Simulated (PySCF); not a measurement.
# Pt²⁺ (platinum, charge +2) across methods

[Xe] 4f14 5d7 6p1, one real determinant (an excited configuration). All numbers are calculated (PySCF 2.14, scalar relativity through the core potential, in aug-cc-pVTZ-PP with ECP60MDF).

```csv
method,E (hartree),mean ε 5d α (eV),mean ε 5d β (eV),mean ε 6p α (eV),Σ⟨r²⟩ (bohr²),⟨S²⟩
UHF,-117.23600,-37.727,-34.911,-18.901,39.73,6.005
LC-wPBE,-117.9682,-35.549,-33.438,-19.627,39.11,6.001
LDA,-117.7041,-30.944,-28.806,-16.972,39.34,6.000
B97-3,-117.9643,-32.764,-30.754,-17.290,39.24,6.001
wB97M-V,-117.8620,-35.161,-33.109,-19.294,39.28,6.001
PBE0,-117.9389,-32.796,-30.582,-17.459,39.25,6.001
PBE,-117.9660,-30.855,-28.796,-16.803,39.25,6.001
r2SCAN,-117.9895,-31.393,-29.019,-16.934,39.14,6.002
BP86,-118.0512,-30.922,-28.981,-16.936,39.19,6.001
```

⟨L²⟩ = 13.85 against 20 for a pure G term, so this real determinant mixes terms. Energies and moments cover only the electrons outside the core potential. Spin-orbit coupling, absent here, splits the open shell strongly.
